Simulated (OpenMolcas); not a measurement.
Cl2+.

```
Program             : OpenMolcas
Basis               : ANO-R2 [5s4p3d1f]
Scalar Hamiltonian  : X2C, finite nucleus
Active space        : 3 electrons in 3 orbitals (3p)
State averaging     : 2S+1 = 4 odd, 1 root; 2S+1 = 2 odd, 8 roots
Spin-orbit coupling : state interaction with AMFI integrals over the reference wave functions, term energies averaged over their components
```

Two sets of levels on these reference wave functions, in cm⁻¹ above 3s² 3p³ ⁴S°_3/2: one from CASSCF and one from SS-CASPT2, IPEA 0.25 Eh, imaginary shift 0.1 Eh (closed shells correlated: 2s 2p 3s).

```
          Level  Set 1  Set 2
3s² 3p³ ⁴S°_3/2    0.0    0.0
3s² 3p³ ²D°_3/2  18990  22720
3s² 3p³ ²D°_5/2  19040  22760
3s² 3p³ ²P°_1/2  32010  37790
3s² 3p³ ²P°_3/2  32080  37840
```

Question: Which set is which?

Answer: Set 1 is SS-CASPT2. Its levels of the other terms of 3s² 3p³ lie at 0.84 to 0.85 of the other set's values, as expected, since terms of lower spin or lower L gain more correlation energy than the Hund ground term. Against 4 measured levels (Moore, Atomic Energy Levels, vol. I, NSRDS-NBS 35 (1971 reprint of NBS Circular 467, 1949)) the mean absolute deviation is 1600 cm-1 with it and 6300 cm-1 without; single levels miss by up to 2200 cm-1 with it.

CASPT2 does not keep the components of a term degenerate, so their means are used; among the terms shown or strongly mixed into the levels shown the widest spread is 180 cm-1 (3s² 3p³ ²D°, SS-CASPT2). With the s shell closed, the reference lacks s² → p² mixing. Computed and measured levels are paired by configuration, term and J; levels that our copy of the source lacks, or whose pairing is in doubt (as where it misses far off the trend of its configuration), stay unpaired and out of the deviations. Levels of configurations outside the active space are missing.

° marks odd parity.
